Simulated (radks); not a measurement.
Spherical jellium clusters: N electrons in a uniform positive sphere of charge N and radius rs N^(1/3), rs = 3.44 bohr. Calculated with a radial shooting solver with Libxc functionals: non-relativistic Kohn-Sham, LDA (Slater exchange, Perdew-Wang correlation), spin-polarised, spherical densities. Levels are named by radial order and angular momentum (1s, 1p, 1d, 2s, ...), and open shells are averaged over m.

N = 20, configuration 1s2 1p6 1d10 2s2. This is the lowest configuration that the search found. Occupied and some empty levels:

| level | occupation | eigenvalue (eV) | <r> (bohr) |
|---|---|---|---|
| 1s | 2 | -6.0010 | 5.939 |
| 1p | 6 | -5.0032 | 6.968 |
| 1d | 10 | -3.7204 | 7.767 |
| 2s | 2 | -3.0266 | 6.653 |
| 1f | 0 | -2.2396 | 8.552 |
| 2p | 0 | -1.5438 | 8.647 |
| 1g | 0 | -0.65718 | 9.572 |

Energy (eV): total -36.3223, kinetic 43.892, external -1372.7, Hartree 674.98, exchange-correlation -81.871, background 699.40. Static polarisability (adiabatic kernel): 1172 bohr^3, against R^3 = 814.2 for a classical metal sphere.

Electron density:

| r (bohr) | n(r) (e/bohr^3) |
|---|---|
| 0.303 | 0.007965 |
| 1.45 | 0.007282 |
| 2.59 | 0.006265 |
| 3.73 | 0.005761 |
| 4.87 | 0.006052 |
| 6.01 | 0.006444 |
| 7.16 | 0.005823 |
| 8.30 | 0.003959 |
| 9.44 | 0.001935 |
| 10.6 | 0.0007387 |
| 11.7 | 0.0002429 |
| 12.9 | 0.00007464 |
| 14.0 | 0.00002195 |
| 15.2 | 6.310e-06 |
